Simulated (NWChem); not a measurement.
Program: NWChem. System: hydrogen iodide (HI), charge 0, spin multiplicity 1, at a geometry optimised with PBE/def2-SVP with def2 effective core potentials on I. Level: MP2/def2-TZVP with def2 effective core potentials on I, 4 core orbitals frozen.

The NWChem input:

```
start mol
memory heap 200 mb stack 900 mb global 1100 mb
geometry units angstroms nocenter noautoz
  I      0.000000     0.000000     0.030237
  H      0.000000     0.000000    -1.602562
  symmetry group C2v
end
basis spherical
  * library def2-tzvp
end
ecp
  I library def2-ecp
end
scf
  rhf
  nopen 0
  maxiter 100
  thresh 1e-7
  semidirect memsize 60000000 filesize 0
end
mp2
  freeze core 4
end
task mp2 energy
```

NWChem printed:

```
             Northwest Computational Chemistry Package (NWChem) 7.3.0
             --------------------------------------------------------

                                NWChem Input Module
                                -------------------

 Scaling coordinates for geometry "geometry" by  1.889725989
 (inverse scale =  0.529177249)

 Turning off AUTOSYM since
 SYMMETRY directive was detected!

                             Geometry "geometry" -> ""
                             -------------------------

 Output coordinates in angstroms (scale by  1.889725989 to convert to a.u.)

  No.       Tag          Charge          X              Y              Z
 ---- ---------------- ---------- -------------- -------------- --------------
    1 I                   53.0000     0.00000000     0.00000000     0.03023700
    2 H                    1.0000     0.00000000     0.00000000    -1.60256200

 Effective nuclear repulsion energy (a.u.)      17.1768810472

            Nuclear Dipole moment (a.u.)
            ----------------------------
        X                 Y               Z
 ---------------- ---------------- ----------------
     0.0000000000     0.0000000000    -0.0000018897

      Symmetry information
      --------------------

 Group name             C2v
 Group number             16
 Group order               4
 No. of unique centers     2

      Symmetry unique atoms

     1    2


 Summary of "ao basis" -> "" (spherical)
 ------------------------------------------------------------------------------
       Tag                 Description            Shells   Functions and Types
 ---------------- ------------------------------  ------  ---------------------
 *                         def2-tzvp                  on all atoms

 Summary of "ao basis" -> "ao basis" (spherical)
 ------------------------------------------------------------------------------
       Tag                 Description            Shells   Functions and Types
 ---------------- ------------------------------  ------  ---------------------
 I                         def2-tzvp                16       50   6s5p3d2f
 H                         def2-tzvp                 4        6   3s1p

                                 NWChem SCF Module
                                 -----------------

  ao basis        = "ao basis"
  functions       =    56
  atoms           =     2
  closed shells   =    13
  open shells     =     0
  charge          =   0.00
  wavefunction    = RHF
  use symmetry    = T
  symmetry adapt  = T

 Summary of "ao basis" -> "ao basis" (spherical)
 ------------------------------------------------------------------------------
       Tag                 Description            Shells   Functions and Types
 ---------------- ------------------------------  ------  ---------------------
 I                         def2-tzvp                16       50   6s5p3d2f
 H                         def2-tzvp                 4        6   3s1p

      Symmetry analysis of basis
      --------------------------

        a1         25
        a2          5
        b1         13
        b2         13

 Forming initial guess at       0.1s

      Superposition of Atomic Density Guess
      -------------------------------------

 Sum of atomic energies:        -347.66164078

      Non-variational initial energy
      ------------------------------

 Total energy =    -297.165495
 1-e energy   =    -533.924435
 2-e energy   =     228.656637
 HOMO         =      -0.352492
 LUMO         =       0.025278
[...]
    17      0.568492  1 I  py                11     -0.454131  1 I  py
    14      0.355573  1 I  py                20      0.271618  1 I  py

 Vector   14  Occ=0.000000D+00  E= 8.313187D-02  Symmetry=a1
              MO Center=  6.1D-15, -8.0D-16, -3.4D-01, r^2= 4.6D+00
   Bfn.  Coefficient  Atom+Function         Bfn.  Coefficient  Atom+Function
  ----- ------------  ---------------      ----- ------------  ---------------
    53      1.450166  2 H  s                 21      1.000677  1 I  pz
     6     -0.844075  1 I  s                 18      0.284725  1 I  pz
    12     -0.225988  1 I  pz                15      0.184188  1 I  pz
     3      0.178915  1 I  s                  2     -0.155769  1 I  s

 Vector   15  Occ=0.000000D+00  E= 2.366998D-01  Symmetry=a1
              MO Center= -6.4D-14,  2.4D-14, -6.8D-01, r^2= 6.1D+00
   Bfn.  Coefficient  Atom+Function         Bfn.  Coefficient  Atom+Function
  ----- ------------  ---------------      ----- ------------  ---------------
    21     -1.162780  1 I  pz                18      1.085177  1 I  pz
    53      0.644453  2 H  s                 52     -0.358304  2 H  s
    34     -0.236414  1 I  d  0              12     -0.153959  1 I  pz

 Vector   16  Occ=0.000000D+00  E= 2.691987D-01  Symmetry=b1
              MO Center=  3.6D-14, -3.8D-28,  5.0D-03, r^2= 6.4D+00
   Bfn.  Coefficient  Atom+Function         Bfn.  Coefficient  Atom+Function
  ----- ------------  ---------------      ----- ------------  ---------------
    19      1.593799  1 I  px                16     -1.391280  1 I  px
    10      0.230903  1 I  px

 center of mass
 --------------
 x =   0.00000000 y =   0.00000000 z =   0.03282778

 moments of inertia (a.u.)
 ------------------
           9.519469988566           0.000000000000           0.000000000000
           0.000000000000           9.519469988566           0.000000000000
           0.000000000000           0.000000000000           0.000000000000

  Mulliken analysis of the total density
  --------------------------------------

    Atom       Charge   Shell Charges
 -----------   ------   -------------------------------------------------------
    1 I   25    25.14   0.19 -0.77  1.58  1.01  1.08  0.85 -0.49  6.45  1.34  2.80  1.04  9.23  0.77  0.05  0.01  0.00
    2 H    1     0.86   0.20  0.51  0.13  0.02

       Multipole analysis of the density wrt the origin
       ------------------------------------------------

     L   x y z        total         open         nuclear
     -   - - -        -----         ----         -------
     0   0 0 0     -0.000000      0.000000     26.000000

     1   1 0 0     -0.000000      0.000000      0.000000
     1   0 1 0      0.000000      0.000000      0.000000
     1   0 0 1     -0.220374      0.000000     -1.599912

     2   2 0 0    -21.611414      0.000000      0.000000
     2   1 1 0      0.000000      0.000000      0.000000
     2   1 0 1      0.000000      0.000000      0.000000
     2   0 2 0    -21.611414      0.000000      0.000000
     2   0 1 1     -0.000000      0.000000      0.000000
     2   0 0 2    -17.840169      0.000000      9.252849

                   NWChem MP2 Semi-direct Energy/Gradient Module
                   ---------------------------------------------

  Basis functions       =     56
  Molecular orbitals    =     56
  Frozen core           =      4
  Frozen virtuals       =      0
  Active alpha occupied =      9
  Active beta occupied  =      9
  Active alpha virtual  =     43
  Active beta virtual   =     43
  Use MO symmetry       = T
  Use skeleton AO sym   = T

  AO/Fock/Back tols     =   1.0D-09  1.0D-09  1.0D-09

 GA uses MA = F    GA memory limited = T

 Available:
  local mem=  1.26D+08
 global mem=  1.44D+08
 local disk=  0.00D+00
  mp2_memr nvloc                    43
  nvloc new                    43
   1 passes of   9:        4194304                      25739                   2105450.
   1 passes of   9: M    126141382           G      144172928           F     121947078.

 Semi-direct pass number   1 of   1  for RHF alpha+beta  at        0.6s
  vrange nnbf                  1596
  mp2_eaftype                    10  avail_ma_in_mb                  1099
 EAF : mp2_eaftype filesize          10    1052725.
  mp2_eaf for mointskh                     10
Node 0 wrote      4.9 Mb in      0.0 s     Agg I/O rate:  1663.8 Mb/s
 Done moints_semi at        1.6s
  mp2_eaftype                    10  avail_ma_in_mb                  1089
 EAF : mp2_eaftype filesize          10    1052725.
  mp2_eaf for kh                    10
 Done maket at        1.6s
 Done multipass loop at        1.6s

          -------------------------------------------
          SCF energy                -297.241575348354
          Correlation energy          -0.502767311146
          Singlet pairs               -0.231814112077
          Triplet pairs               -0.270953199069
          Total MP2 energy          -297.744342659500
          -------------------------------------------

          ---------------------------------------------------
                    Spin Component Scaled (SCS) MP2
          Same spin pairs                     -0.180635466046
          Same spin scaling factor             0.333333333333
          Opposite spin pairs                 -0.322131845100
          Opposite spin scaling fact.          1.200000000000
          SCS-MP2 correlation energy          -0.446770036135
          Total SCS-MP2 energy              -297.688345384489
          ---------------------------------------------------

 -----------------------
 Performance information
 -----------------------

 Timer overhead =  1.97D-07 seconds/call

               Nr. of calls         CPU time (s)                 Wall time (s)                GFlops
             ---------------    -------------------     ------------------------------   -------------------
Name         Min   Avg   Max    Min     Avg     Max     Min     Avg     Max   Mx/calls   Min     Max     Sum
mp2: moin     1     1     1    1.0     1.0     1.0      1.0     1.0     1.0     1.0      0.0     0.0     0.0
mp2: make     1     1     1   3.25E-2 3.25E-2 3.25E-2  3.25E-2 3.25E-2 3.25E-2 3.25E-2   0.0     0.0     0.0
mp2: tota     1     1     1    1.1     1.1     1.1      1.1     1.1     1.1     1.1      0.0     0.0     0.0

 The average no. of pstat calls per process was 3.00D+00
 with a timing overhead of 5.92D-07s

 Task  times  cpu:        1.6s     wall:        1.6s

 Total times  cpu:        1.7s     wall:        1.7s
```
